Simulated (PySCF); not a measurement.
C4H9N, SMILES CC/N=C/C.

Coordinates come from a PBE0-D3(BJ)/def2-SVP optimisation. The structure was generated by enumeration; whether it is a known compound was not checked. Other conformers were not sampled.

Vertical ionisation energy (IE) and electron affinity (EA) in eV. Rows of orbital energies are one-electron estimates. Where ΔSCF, EOM or ADC give a negative EA the extra electron is unbound and the value depends on the basis.

```tsv
level	IE	EA
−ε(HOMO), −ε(LUMO), B3LYP/def2-TZVP (PySCF)	(withheld)	(withheld)
−ε(HOMO), −ε(LUMO), PBE/def2-TZVP (PySCF)	5.70	1.05
```

Fill in the missing entries. (An estimate is asked for; the answer gives what the named calculation found.)


- −ε(HOMO), −ε(LUMO), B3LYP/def2-TZVP (PySCF), IE: 6.94
- −ε(HOMO), −ε(LUMO), B3LYP/def2-TZVP (PySCF), EA: 0.20
